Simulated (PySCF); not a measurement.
**A run with a changed setting**

The sound run of [Hg(H2O)2]2+ (singlet) uses PySCF 2.14.0, RKS B3LYP, Hg def2-SVP with ECP60, O def2-SVP, H def2-SVP; non-relativistic Hamiltonian with scalar-relativistic core potentials where named; density fitting; no spin-orbit coupling, grid (50, 194), threshold 1e-8 and 55 cycles at the relaxed geometry:
```xyz
7

Hg    0.0000    0.0000    0.0000
O     0.0000    0.0000    2.0618
H     0.5726    0.5726    2.6205
H    -0.5726   -0.5726    2.6205
O     0.0000    0.0000   -2.0618
H     0.5726   -0.5726   -2.6205
H    -0.5726    0.5726   -2.6205
```
This run, with dm0 from free metal ions and neutral atoms, differs:

```python
mol = gto.M(atom='''
Hg     0.00000    -0.00000     0.00000
O     -0.00000     0.00000     2.06182
H      0.57263     0.57263     2.62050
H     -0.57263    -0.57263     2.62050
O      0.00000    -0.00000    -0.80000
H      0.57263    -0.57263    -2.62050
H     -0.57263     0.57263    -2.62050''',
    basis={'Hg': 'def2-SVP', 'O': 'def2-SVP', 'H': 'def2-SVP'},
    ecp={'Hg': 'def2-SVP'},
    charge=2, spin=0)
mf = dft.RKS(mol, xc='B3LYP')
mf.grids.atom_grid = (50, 194)
mf = mf.density_fit()  # fitting sets: Hg def2-universal-JKFIT, O def2-universal-JKFIT, H def2-universal-JKFIT
mf.conv_tol = 1e-08; mf.max_cycle = 77
mf.kernel(dm0)
mf.nuc_grad_method().kernel()
```

**Question.** What was changed, and how did it end?

**Answer.** One atom was put far too close to the first. It converged in 13 cycles, 213.243 eV from the sound run, largest force component 1024.60 eV/Å. The cycle limit differs too. These settings are unsound on purpose: the numbers aren't the compound's.
```
init E= -305.163178851373
cycle= 1 E= -296.88275421599  delta_E= 8.28  |g|=  1.4  |ddm|= 7.42
cycle= 2 E= -291.74141087851  delta_E= 5.14  |g|= 3.82  |ddm|= 5.38
cycle= 3 E= -296.746130359285  delta_E=   -5  |g|= 1.51  |ddm|= 4.82
cycle= 4 E= -297.136570859234  delta_E= -0.39  |g|= 0.921  |ddm|= 4.38
cycle= 5 E= -297.454451805407  delta_E= -0.318  |g|= 0.763  |ddm|=  3.6
...
cycle= 11 E= -297.681430026293  delta_E= -1.92e-06  |g|= 0.000642  |ddm|= 0.00638
cycle= 12 E= -297.681430154129  delta_E= -1.28e-07  |g|= 0.000115  |ddm|= 0.00159
cycle= 13 E= -297.681430156787  delta_E= -2.66e-09  |g|= 2.28e-05  |ddm|= 0.000159
Extra cycle  E= -297.681430156773  delta_E= 1.42e-11  |g|= 2.59e-05  |ddm|= 9.3e-05
converged SCF energy = -297.681430156773
```

Run from Python with OMP_NUM_THREADS=2; the lines above give its settings.
It took 3.9 s on 2 threads of Arm Neoverse V1, with other jobs on the host.
